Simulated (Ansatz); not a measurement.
Stepwise reaction of `C[N](C)[Ga]([NH2])[N](C)C` with ammonia, as a gas-phase model of exchange steps in deposition or etching. ΔE in kJ/mol.

Gas-phase electronic energies from Ansatz, PBE0-D4/def2-TZVP geometries. CCSD(T)/CBS is the MP2 limit (def2-TZVPP, def2-QZVPP) plus CCSD(T) − MP2 in def2-TZVPP, frozen cores. This one scheme is used for every species. Functionals use def2-TZVPP. B3LYP here is the variant with VWN-RPA as its local correlation; programs differ in this. For Ga outer-core shells are correlated without core-valence functions, which leaves a few kJ/mol of doubt a bond. Scalar relativity is left out up to krypton. Each species was taken in one conformer, which may not be the lowest.

| step | reaction | PBE-D4 | B3LYP-D4 | ωB97M-V | CCSD(T)/CBS |
| --- | --- | --- | --- | --- | --- |
| 1 | `C[N](C)[Ga]([NH2])[N](C)C` + NH₃ → `C[N](C)[Ga]([NH2])[NH2]` + `CNC` | -1.4 | -1.7 | -5.4 | -3.6 |

Question: Give the row of step 2, `C[N](C)[Ga]([NH2])[NH2]` + NH₃ → `[NH2][Ga]([NH2])[NH2]` + `CNC`. (Estimate.)

Answer: Computed: 
```json
{"step": "2", "reaction": "`C[N](C)[Ga]([NH2])[NH2]` + NH₃ → `[NH2][Ga]([NH2])[NH2]` + `CNC`", "PBE-D4": "1.1", "B3LYP-D4": "1.1", "ωB97M-V": "-2.9", "CCSD(T)/CBS": "0.1"}
```

Question: By hand: ΔE of the 2 steps together at CCSD(T)/CBS.

Answer: (-3.6) + (0.1) = -3.5 kJ/mol, or -1.8 kJ/mol a step.

In ΔE the steps differ by no more than 3.7 kJ/mol. PBE-D4 differs from CCSD(T)/CBS by 1.0 to 2.2 kJ/mol a step. Only this route is followed, and other bonds may react first. Isolated molecules leave out the surface, adducts and barriers. Largest T1 diagnostic: 0.012.
